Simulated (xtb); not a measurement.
CH3S, charge -1, singlet, geometry from GFN2-xTB; GFN2-xTB in xtb.

Here is a job for xtb.
```
$ xtb mol.xyz --gfn 2 --chrg -1 --json

# file mol.xyz
5

C     -0.18310410     1.16138186     0.01505557
S     -0.04796709    -0.56372168    -0.01148952
H      1.29602576    -1.14309776     0.01927862
H      0.25755768     1.58118756     0.93632275
H      0.31251462     1.61316597    -0.86210237
```

Output, abridged:

```
   ID    Z sym.   atoms
    1    6 C      1
    2   16 S      2
    3    1 H      3-5

           -------------------------------------------------
          |                Calculation Setup                |
           -------------------------------------------------

           -------------------------------------------------
          |                 G F N 2 - x T B                 |
           -------------------------------------------------

          ...................................................
          :                      SETUP                      :
          :.................................................:
          :  # basis functions                  17          :
          :  # atomic orbitals                  16          :
          :  # shells                            8          :
          :  # electrons                        14          :
          :  max. iterations                   250          :
          :  Hamiltonian                  GFN2-xTB          :
          :  restarted?                      false          :
          :  GBSA solvation                  false          :
          :  PC potential                    false          :
          :  electronic temp.          300.0000000     K    :
          :  accuracy                    1.0000000          :
          :  -> integral cutoff          0.2500000E+02      :
          :  -> integral neglect         0.1000000E-07      :
          :  -> SCF convergence          0.1000000E-05 Eh   :
          :  -> wf. convergence          0.1000000E-03 e    :
          :  Broyden damping             0.4000000          :
          :  net charge                         -1          :
          :  unpaired electrons                  0          :
          ...................................................

 iter      E             dE          RMSdq      gap      omega  full diag
   1     -7.0360320 -0.703603E+01  0.567E+00    3.23       0.0  T
   2     -7.0651141 -0.290821E-01  0.323E+00    4.40       1.0  T
   3     -7.0718670 -0.675282E-02  0.177E+00    3.77       1.0  T
   4     -7.0726613 -0.794378E-03  0.418E-01    3.81       1.0  T
   5     -7.0727050 -0.436251E-04  0.129E-01    3.86       1.0  T
   6     -7.0727159 -0.109306E-04  0.441E-02    3.84       1.0  T
   7     -7.0727159 -0.462081E-07  0.117E-02    3.84       3.8  T
   8     -7.0727162 -0.237982E-06  0.474E-03    3.84       9.4  T
   9     -7.0727162  0.498841E-08  0.218E-03    3.84      20.5  T
[...]
         :: total energy              -7.026047392310 Eh    ::
[...]
        15                          0.4679719              12.7342
        16                          0.6923856              18.8408
      -------------------------------------------------------------
                  HL-Gap            0.1411638 Eh            3.8413 eV
             Fermi-level           -0.0218157 Eh           -0.5936 eV

     #   Z          covCN         q      C6AA      α(0)
     1   6 C        2.819    -0.141    31.617     9.213
     2  16 S        1.875    -0.589   168.013    21.816
     3   1 H        0.900    -0.026     3.552     2.949
     4   1 H        0.923    -0.122     6.407     3.959
     5   1 H        0.923    -0.122     6.407     3.959

 Mol. C6AA /au·bohr⁶  :        651.155503
 Mol. C8AA /au·bohr⁸  :      21038.087642
 Mol. α(0) /au        :         41.895235

Wiberg/Mayer (AO) data.
largest (>0.10) Wiberg bond orders for each atom

 ---------------------------------------------------------------------------
     #   Z sym  total        # sym  WBO       # sym  WBO       # sym  WBO
 ---------------------------------------------------------------------------
     1   6 C    3.345 --     2 S    1.289     4 H    0.970     5 H    0.970
                             3 H    0.117
     2  16 S    2.192 --     1 C    1.289     3 H    0.877
     3   1 H    0.999 --     2 S    0.877     1 C    0.117
     4   1 H    0.985 --     1 C    0.970
     5   1 H    0.985 --     1 C    0.970
 ---------------------------------------------------------------------------

Topologies differ in total number of bonds
Writing topology from bond orders to xtbtopo.mol

molecular dipole:
                 x           y           z       tot (Debye)
 q only:       -0.092      -0.365      -0.009
   full:        0.535      -0.093       0.015       1.381
molecular quadrupole (traceless):
                xx          xy          yy          xz          yz          zz
 q only:        1.954      -0.317      -3.218       0.015      -0.089       1.264
  q+dip:        2.044       0.984      -4.244       0.013      -0.085       2.200
   full:        2.108       0.878      -3.819       0.028      -0.072       1.711

           -------------------------------------------------
          | TOTAL ENERGY               -7.026047392310 Eh   |
          | GRADIENT NORM               0.000051776790 Eh/α |
          | HOMO-LUMO GAP               3.841261363229 eV   |
           -------------------------------------------------

normal termination of xtb
```
